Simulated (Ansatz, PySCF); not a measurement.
C3H4BFO2, SMILES FB1C=COCO1. Atoms are numbered in the order given.

```xyz
11

F      0.2324     2.2770    -0.4828
B      0.1317     0.9975    -0.1504
C      1.3210     0.0571     0.0962
C      1.0126    -1.2529    -0.0048
O     -0.2478    -1.7107    -0.0558
C     -1.2149    -0.8116     0.4330
O     -1.1242     0.4568    -0.1266
H      2.3711     0.3495     0.1253
H      1.7375    -2.0690    -0.0970
H     -2.1915    -1.2457     0.1848
H     -1.0904    -0.7441     1.5328
```

Geometry: PBE0-D3(BJ)/def2-SVP. The structure was generated by enumeration, and PubChem lists no compound with its InChIKey, so it may never have been made. The values are those of a single conformer.

Two levels are set side by side: PBE-D3(BJ)/def2-SVP (Ansatz, a program for electronic structure) and PBE0-D3(BJ)/def2-SVP (Ansatz). Each level has its own optimised geometry; the coordinates shown are those of the second. Frequencies come from the Hessian of PySCF at each geometry. Differences are taken from unrounded values.

```
quantity                            PBE0-D3(BJ)
----------------------------------  -----------
mean bond length (Å)                      1.283
bond F1–B2 (Å)                            1.326
bond B2–C3 (Å)                            1.536
bond B2–O7 (Å)                            1.367
bond C3–C4 (Å)                            1.350
bond C4–O5 (Å)                            1.342
bond O5–C6 (Å)                            1.408
bond C6–O7 (Å)                            1.389
bond C3–H8 (Å)                            1.090
bond C4–H9 (Å)                            1.095
bond C6–H10 (Å)                           1.097
bond C6–H11 (Å)                           1.109
highest harmonic wavenumber (cm⁻¹)         3251
mean harmonic wavenumber (cm⁻¹)            1287
zero-point energy (kcal/mol)              49.66
```

**Question.** What does PBE-D3(BJ) give, and how far is it from PBE0-D3(BJ)? (An estimate is asked for; the answer gives what the named calculation found.)

**Answer.** 
```csv
quantity,PBE-D3(BJ),PBE-D3(BJ) minus PBE0-D3(BJ)
mean bond length (Å),1.294,0.011
bond F1–B2 (Å),1.338,0.012
bond B2–C3 (Å),1.540,0.004
bond B2–O7 (Å),1.382,0.015
bond C3–C4 (Å),1.362,0.013
bond C4–O5 (Å),1.355,0.013
bond O5–C6 (Å),1.429,0.021
bond C6–O7 (Å),1.403,0.013
bond C3–H8 (Å),1.099,0.008
bond C4–H9 (Å),1.104,0.008
bond C6–H10 (Å),1.106,0.009
bond C6–H11 (Å),1.118,0.009
highest harmonic wavenumber (cm⁻¹),3157,-94
mean harmonic wavenumber (cm⁻¹),1237,-50
zero-point energy (kcal/mol),47.73,-1.93
```

GGA bonds tend to be longer and softer than those of functionals with exact exchange. Differences between two approximate levels are no errors against the true value.
